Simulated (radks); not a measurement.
The strontium ion Sr4+, configuration [Ar] 3d10 4s2 4p4 (the NIST ground configuration). Calculated with a radial shooting solver on a logarithmic mesh with Libxc functionals: Dirac Kohn-Sham, PBE, spin-unpolarised, spherical densities, finite nucleus; open shells are shared between the two j in proportion to 2j + 1; Fermi nuclear charge, rms radius 4.224 fm.

Unscreened Slater integrals over Kohn-Sham orbitals (eV). Large and small components are both included.

integral          value
F0(4p3/2,4p3/2)  16.870
F2(4p3/2,4p3/2)  8.9654
F0(4p3/2,4p1/2)  17.014
G2(4p3/2,4p1/2)  9.0294
F0(4p3/2,4s1/2)  17.759
G1(4p3/2,4s1/2)  12.040
F0(4p3/2,3d5/2)  21.747
F2(4p3/2,3d5/2)  4.9826
G1(4p3/2,3d5/2)  1.6508
G3(4p3/2,3d5/2)  1.5694
F0(4p1/2,4p1/2)  17.162
F0(4p1/2,4s1/2)  17.933
G1(4p1/2,4s1/2)  12.248
F0(4p1/2,3d5/2)  22.084
G3(4p1/2,3d5/2)  1.6281
F0(4s1/2,4s1/2)  18.839
F0(4s1/2,3d5/2)  23.895
G2(4s1/2,3d5/2)  2.0681
F0(3d5/2,3d5/2)  49.924
F2(3d5/2,3d5/2)  24.268
F4(3d5/2,3d5/2)  15.346
